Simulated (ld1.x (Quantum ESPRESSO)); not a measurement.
## Sb, TM semilocal: configuration errors across variants

Sb, norm-conserving Troullier–Martins (semilocal form), made with ld1.x (Quantum ESPRESSO) 7.5 (LDA (PZ), scalar-relativistic). Core [Ar] 3d10 4s2, reference 4p6 4d10 5s2 5p3. Waves: 4p (bound): rc 1.50 bohr; 4d (bound): rc 1.65 bohr; 5s (bound): rc 1.80 bohr. Local part: the s channel. Core correction: none.

Occupied shells without a wave of their own: 5p. They enter only through the test configuration that unscreens the potential.

All-electron excitation energies from the reference (eV): (1) 4p6 4d10 5s2 5p2 8.521; (2) 4p6 4d10 5s2 5p1 24.774; (3) 4p6 4d10 5s2 5p0 49.559; (4) 4p6 4d9 5s2 5p4 31.004; (5) 4p6 4d9 5s2 5p3 40.796; (6) 4p6 4d10 5s2 5p2.5 3.355; (7) 4p6 4d10 5s1 5p0 94.375; (8) 4p6 4d10 5s2 5p3 spin -1.092; (9) 4p6 4d10 5s2 5p2 spin 7.930.

Spin tests fill each open shell by Hund’s rule, majority spin first.

In the semilocal form every listed channel keeps its own potential, so the choice of the local channel does not act on these tests. It acts once the file is put into the separable form.

A semilocal file is local in each channel, so a ghost entry of none says nothing of the separable form that plane-wave codes build from it.

For the base: The 5p level has no wave, so the channel is fitted at the deeper level alone: the likely source of the large errors.

On the changes marked as counting shells twice: ld1.x takes every shell without a wave as core, so the model core holds the marked electrons as well and exchange and correlation see them twice. This cancels in the reference configuration, but the file is broken for other ones, and its errors say nothing about a proper core correction.

The overlap operator is not positive definite (basis up to 400 Ry) in “type PAW, which also changes the form from semilocal to separable; waves now 5s (bound): rcut 1.55, rcutus 1.80 bohr; 5s channel at 2.8 Ry: rcut 1.55, rcutus 1.80 bohr; 4p (bound): rcut 1.30, rcutus 1.50 bohr; 5p (bound): rcut 1.30, rcutus 1.50 bohr; 4d (bound): rcut 1.45, rcutus 1.65 bohr; 4d channel at -0.9 Ry: rcut 1.45, rcutus 1.65 bohr; local potential all-electron potential smoothed inside 1.25 bohr (lloc = -1); core correction a·sin(br)/r model core, default radius (ld1.x builds one for every PAW set, though the input has nlcc=.false.); augmentation BESSEL, radius 1.50 bohr”. Such files are unfit for use, however small their errors in these radial tests.

2 further variants failed, have other tests or too few solved ones, and are left out.

A true bound ghost makes a file unfit for plane-wave use even where its test errors are small: the radial tests pick states by their node count and pass the ghost by.

The file “base” misses its own reference levels by 0.6 eV. The file “wave 5s (bound): rc 1.80 bohr becomes 5s (bound): rc 2.56 bohr” misses its own reference levels by 0.6 eV. The file “core correction a·sin(br)/r model core inside 1.34 bohr (5p counted twice)” misses its own reference levels by 0.6 eV. The file “local potential the d channel” misses its own reference levels by 0.6 eV. The file “wave 4d (bound): rc 1.65 bohr becomes 4d (bound): rc 1.66 bohr” misses its own reference levels by 0.6 eV.

Errors AE − PS in meV (a dash: test not solved or not reliable):

```tsv
change	(1)	(2)	(3)	(4)	(5)	(6)	(7)	(8)	(9)	bound ghosts
base	-809	-2025	-3697	+897	+27	-356	-4624	+21	-805	none
wave 5s (bound): rc 1.80 bohr becomes 5s (bound): rc 2.56 bohr	-806	-2007	-3636	+949	+114	-355	-4598	+25	-800	none
core correction a·sin(br)/r model core inside 1.34 bohr (5p counted twice)	-906	-2419	-4622	+870	-38	-380	-6201	-230	-1047	none
local potential the d channel	-809	-2025	-3697	+897	+27	-356	-4623	+21	-805	none
wave 4d (bound): rc 1.65 bohr becomes 4d (bound): rc 1.66 bohr	-809	-2025	-3698	+900	+30	-356	-4625	+22	-805	none
type PAW, which also changes the form from semilocal to separable; waves now 5s (bound): rcut 1.55, rcutus 1.80 bohr; 5s channel at 2.8 Ry: rcut 1.55, rcutus 1.80 bohr; 4p (bound): rcut 1.30, rcutus 1.50 bohr; 5p (bound): rcut 1.30, rcutus 1.50 bohr; 4d (bound): rcut 1.45, rcutus 1.65 bohr; 4d channel at -0.9 Ry: rcut 1.45, rcutus 1.65 bohr; local potential all-electron potential smoothed inside 1.25 bohr (lloc = -1); core correction a·sin(br)/r model core, default radius (ld1.x builds one for every PAW set, though the input has nlcc=.false.); augmentation BESSEL, radius 1.50 bohr	+4.1	+35	+123	+199	+119	+0.5	+51	+1.0	+4.5	s (p not tested, overlap not positive)
```

(1) Give the same row for: wave 4p (bound): rc 1.50 bohr becomes 4p (bound): rc 1.42 bohr.

Results:

(1) -715, -1790, -3271, +798, +28, -314, -4095, +19, -710; bound ghosts: none.
